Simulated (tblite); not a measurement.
Isomers of C5H11OPSi. Method: GFN2-xTB as coded in tblite; computed harmonic values from a numerical Hessian at the method's own geometry, unscaled. Against measured fundamentals such values can be off by several per cent, at times by over 20. Modes of hydrogen on phosphorus and silicon can be 10 to 20 % off. One conformer each.

Electronic energies: GFN2-xTB at the same geometries; isomer energies are rough at this level and their order can be wrong.

| SMILES | electronic energy, lowest = 0 (kcal/mol) |
| --- | --- |
| CCP1C([SiH3])=C1OC | 35.0 |
| C#C[P@](=O)(CC)C[SiH3] | 0.0 |
| CC(=O)[C@H]1C[Si@H](P)C1 | 9.4 |

**Question.** How do GFN2-xTB zero-point energies change the relative energies?

**Answer.** 
| SMILES | ZPE (kcal/mol) | of it from modes above 1550 cm⁻¹ | electronic (kcal/mol) | with ZPE, lowest = 0 (kcal/mol) | lowest mode (cm⁻¹) | rings |
| --- | --- | --- | --- | --- | --- | --- |
| C#C[P@](=O)(CC)C[SiH3] | 87.5 | 47.6 | 0.0 | 0.0 | 59 | 0 |
| CC(=O)[C@H]1C[Si@H](P)C1 | 90.4 | 46.9 | 9.4 | 12.3 | 15 | 1 |
| CCP1C([SiH3])=C1OC | 88.2 | 46.4 | 35.0 | 35.7 | 23 | 1 |

The zero-point energies span 2.9 kcal/mol, from `C#C[P@](=O)(CC)C[SiH3]` to `CC(=O)[C@H]1C[Si@H](P)C1`. The order is unchanged.
